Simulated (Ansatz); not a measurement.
Total energies of Ge3H14Si3, SMILES `[SiH3][GeH2][GeH2][SiH2][SiH2][GeH3]`.

```xyz
20

Si   -2.398   -0.246   -1.336
Ge   -2.217    0.624    0.872
Ge   -0.114    1.777    1.269
Si    1.596    0.228    1.856
Si    1.574   -1.524    0.313
Ge    1.818   -0.635   -1.882
H    -1.412   -1.336   -1.554
H    -2.145    0.835   -2.324
H    -3.764   -0.792   -1.557
H    -3.379    1.608    1.110
H    -2.362   -0.517    1.898
H     0.286    2.541   -0.008
H    -0.306    2.813    2.393
H     1.336   -0.278    3.233
H     2.925    0.900    1.844
H     2.663   -2.505    0.579
H     0.270   -2.234    0.418
H     3.245   -0.093   -2.070
H     1.548   -1.698   -2.959
H     0.837    0.531   -2.094
```

Total charge 0; spin multiplicity 1. Correlated methods include outer-core shells of Ge, which these sets cover unevenly. Scalar relativity is left out up to krypton. The structure was optimised at the PBE0-D4/def2-TZVP level. It is one conformer, not always the lowest. Basis def2-TZVPP, Ansatz.

RPA on PBE orbitals: Hartree–Fock energy of these orbitals -7100.95132 Eh, correlation -2.06458 Eh (frozen core).

| functional | energy without D4 (Eh) | D4 term (kJ/mol) |
| --- | --- | --- |
| LDA (SPW92) | -7094.86801 | – |
| BLYP | -7108.05536 | -132.8 |
| r2SCAN | -7107.83734 | -17.4 |
| B97M-V | -7106.57189 | – |
| PBE0 | -7106.78576 | -57.9 |
| B3LYP | -7108.15824 | -105.3 |
| r2SCANh | -7107.81029 | -19.2 |
| HSE06 (plane-wave form) | -7106.76545 | -55.5 |
| BHLYP | -7107.87390 | -95.6 |
| CAM-B3LYP | -7108.30855 | -61.5 |
| LC-ωPBE | -7106.86299 | – |
| ωB97X-V | -7107.24637 | – |
| ωB97M-V | -7107.48472 | – |
| PBE-QIDH | -7105.54986 | – |

Question: Give the same for PBE, revPBE, r2SCAN0, B2PLYP. (Estimate.)

Answer: Computed: 
```tsv
functional	energy without D4 (Eh)	D4 term (kJ/mol)
PBE	-7106.51816	-65.2
revPBE	-7107.27611	-147.8
r2SCAN0	-7107.77275	-21.3
B2PLYP	-7106.45381	–
```

B3LYP takes the VWN-RPA correlation (the form of Gaussian; ORCA's B3LYP/G). HSE06 is the plane-wave form, built on full-range PBE exchange. The double hybrids freeze the cores in their second-order part.

LC-ωPBE has ω = 0.4 bohr⁻¹.
